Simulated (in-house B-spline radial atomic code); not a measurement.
# The gallium ion Ga³⁺: [Ne] 3s2 3p5 3d10 6s1 (an excited or competing configuration)

All numbers are computed (Dirac-Hartree-Fock, average of configuration; Fermi nucleus of rms radius 3.9973 fm) with a B-spline radial code for spherical atoms, not measured.

Z_r = [3n² - l(l+1)]/(2<r>); Z_e = n√(-2ε); the last column is Slater's effective charge. Values are occupation-weighted means over j.

```json
{"shell": "1s", "electrons": "2", "ε (eV)": "-10508", "<r> (bohr)": "0.04857", "Z_r": "30.88", "Z_e": "27.79", "Slater": "30.70"}
{"shell": "2s", "electrons": "2", "ε (eV)": "-1398.5", "<r> (bohr)": "0.2166", "Z_r": "27.70", "Z_e": "20.28", "Slater": "26.85"}
{"shell": "2p", "electrons": "6", "ε (eV)": "-1220.6", "<r> (bohr)": "0.1907", "Z_r": "26.23", "Z_e": "18.94", "Slater": "26.85"}
{"shell": "3s", "electrons": "2", "ε (eV)": "-230.6", "<r> (bohr)": "0.646", "Z_r": "20.90", "Z_e": "12.35", "Slater": "20.10"}
{"shell": "3p", "electrons": "5", "ε (eV)": "-177.33", "<r> (bohr)": "0.6686", "Z_r": "18.70", "Z_e": "10.83", "Slater": "20.10"}
{"shell": "3d", "electrons": "10", "ε (eV)": "-84.519", "<r> (bohr)": "0.7376", "Z_r": "14.23", "Z_e": "7.48", "Slater": "10.85"}
{"shell": "6s", "electrons": "1", "ε (eV)": "-11.887", "<r> (bohr)": "6.909", "Z_r": "7.82", "Z_e": "5.61", "Slater": "4.00"}
```

The least bound orbital is 6s1/2 at -11.89 eV, and it is also the most diffuse (<r> = 6.909 bohr). The part-filled 3p shell lies below the filled 3d shell in orbital energy.

Spin-orbit splittings of the orbital energies (j = l + 1/2 above j = l - 1/2 when positive): 2p 28.02 eV, 3p 3.907 eV, 3d 0.5499 eV.

For the 1s electron the small component carries 1.26 % of the norm, the zero-frequency Breit interaction raises the level by 14.57 eV, self-energy by 7.526 eV, and vacuum polarisation lowers it by 0.7116 eV.
